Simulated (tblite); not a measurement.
Compound: C4H4F5O (charge -1).
Bonds: O1–C2, C2–C3, C3–C4, C4–F5, C4–F6, C4–C7, C7–F8, C7–F9, C7–F10. Hydrogens: H11, H12 on C2; H13, H14 on C3.

Computed with GFN2-xTB (tblite), gas phase: Langevin dynamics at 300 K from the optimised GFN2-xTB geometry, time step 0.5 fs, friction 0.01 fs⁻¹, 2000 steps.

Start geometry:
```
atom  x, y, z in Å
O1      0.797    1.911    0.205
C2      1.439    0.811    0.345
C3      0.861   -0.409   -0.570
C4     -0.480   -0.843   -0.078
F5     -1.061   -1.773   -0.940
F6     -0.410   -1.525    1.101
C7     -1.549    0.258    0.095
F8     -1.615    1.094   -0.932
F9     -1.469    0.925    1.231
F10    -2.780   -0.338    0.134
H11     1.450    0.363    1.397
H12     2.540    0.830    0.033
H13     0.749   -0.030   -1.585
H14     1.525   -1.276   -0.556
```

The statistics below take the 31 frames saved every 25 fs from 250 to 1000 fs; their kinetic temperature (all 3N coordinates) averages 302 K.

**Question.** Give the mean, spread and extremes of the bond lengths.

**Answer.** 
```json
{"bond": "O1–C2", "start (Å)": "1.281", "mean (Å)": "1.278", "standard deviation (Å)": "0.023", "shortest (Å)": "1.227", "longest (Å)": "1.324"}
{"bond": "C2–C3", "start (Å)": "1.632", "mean (Å)": "1.661", "standard deviation (Å)": "0.066", "shortest (Å)": "1.549", "longest (Å)": "1.776"}
{"bond": "C3–C4", "start (Å)": "1.492", "mean (Å)": "1.497", "standard deviation (Å)": "0.033", "shortest (Å)": "1.429", "longest (Å)": "1.550"}
{"bond": "C4–F5", "start (Å)": "1.395", "mean (Å)": "1.408", "standard deviation (Å)": "0.040", "shortest (Å)": "1.314", "longest (Å)": "1.488"}
{"bond": "C4–F6", "start (Å)": "1.363", "mean (Å)": "1.371", "standard deviation (Å)": "0.029", "shortest (Å)": "1.296", "longest (Å)": "1.429"}
{"bond": "C4–C7", "start (Å)": "1.545", "mean (Å)": "1.545", "standard deviation (Å)": "0.034", "shortest (Å)": "1.498", "longest (Å)": "1.622"}
{"bond": "C7–F8", "start (Å)": "1.326", "mean (Å)": "1.329", "standard deviation (Å)": "0.019", "shortest (Å)": "1.293", "longest (Å)": "1.361"}
{"bond": "C7–F9", "start (Å)": "1.319", "mean (Å)": "1.328", "standard deviation (Å)": "0.029", "shortest (Å)": "1.271", "longest (Å)": "1.405"}
{"bond": "C7–F10", "start (Å)": "1.368", "mean (Å)": "1.378", "standard deviation (Å)": "0.031", "shortest (Å)": "1.309", "longest (Å)": "1.438"}
{"bond": "C2–H11", "start (Å)": "1.143", "mean (Å)": "1.146", "standard deviation (Å)": "0.038", "shortest (Å)": "1.078", "longest (Å)": "1.218"}
{"bond": "C2–H12", "start (Å)": "1.144", "mean (Å)": "1.148", "standard deviation (Å)": "0.033", "shortest (Å)": "1.102", "longest (Å)": "1.215"}
{"bond": "C3–H13", "start (Å)": "1.089", "mean (Å)": "1.094", "standard deviation (Å)": "0.030", "shortest (Å)": "1.025", "longest (Å)": "1.185"}
{"bond": "C3–H14", "start (Å)": "1.092", "mean (Å)": "1.096", "standard deviation (Å)": "0.037", "shortest (Å)": "1.038", "longest (Å)": "1.173"}
```

**Question.** Give the same statistics for bond angles, one of each kind among heavy atoms.

**Answer.** 
```
    angle  start (°)  mean (°)  standard deviation (°)  smallest (°)  largest (°)
 O1–C2–C3      113.7     113.4                     5.2         105.2        130.9
 C2–C3–C4      110.6     111.4                     3.5         103.8        119.5
 C3–C4–F5      111.4     110.8                     3.3         103.5        116.7
 C3–C4–F6      112.6     113.0                     3.9         102.8        122.4
 C3–C4–C7      116.8     116.9                     2.8         110.4        123.0
 F5–C4–F6      102.9     102.7                     3.8          94.9        109.8
 F5–C4–C7      104.9     105.0                     2.8          99.4        110.6
 F6–C4–C7      107.1     106.8                     3.5         100.7        114.3
 C4–C7–F8      113.4     113.2                     3.6         106.0        120.1
 C4–C7–F9      114.5     114.3                     3.3         109.3        123.1
C4–C7–F10      108.4     109.0                     3.9         100.2        115.8
 F8–C7–F9      110.6     110.5                     2.9         102.9        116.4
F8–C7–F10      104.6     104.5                     4.1          97.5        113.2
```

**Question.** Follow the torsions O1–C2–C3–C4, C2–C3–C4–F5 and C3–C4–C7–F8 through every second one of these frames.

**Answer.** 
| t (fs) | O1–C2–C3–C4 (°) | C2–C3–C4–F5 (°) | C3–C4–C7–F8 (°) |
| --- | --- | --- | --- |
| 250 | -80 | 180 | 57 |
| 300 | -70 | 175 | 55 |
| 350 | -84 | 174 | 39 |
| 400 | -64 | 177 | 30 |
| 450 | -71 | 174 | 38 |
| 500 | -68 | 175 | 49 |
| 550 | -57 | 170 | 51 |
| 600 | -61 | 167 | 54 |
| 650 | -73 | 156 | 50 |
| 700 | -85 | 167 | 41 |
| 750 | -81 | 168 | 41 |
| 800 | -59 | 169 | 49 |
| 850 | -58 | 165 | 53 |
| 900 | -72 | 168 | 51 |
| 950 | -64 | 175 | 42 |
| 1000 | -69 | 174 | 45 |

Largest departure from the start value over all these frames: O1–C2–C3–C4 20° (start -69°), C2–C3–C4–F5 17° (start 173°), C3–C4–C7–F8 15° (start 46°).

**Question.** How widely does the potential energy scatter, against a harmonic estimate?

**Answer.** Mean 0.47 eV above the start, standard deviation 0.093 eV, range 0.33 to 0.77 eV. For 36 classical harmonic modes at 300 K the canonical values are 36kT/2 = 0.47 eV and kT·√(36/2) = 0.110 eV.

The run is classical and short, so these are rough statistics of one trajectory.

What follows is the cost of the whole dynamics run. Hardware: one thread of an Arm Neoverse V2, shared host. Cost: 9.0 s, 0.18 GiB resident at most.
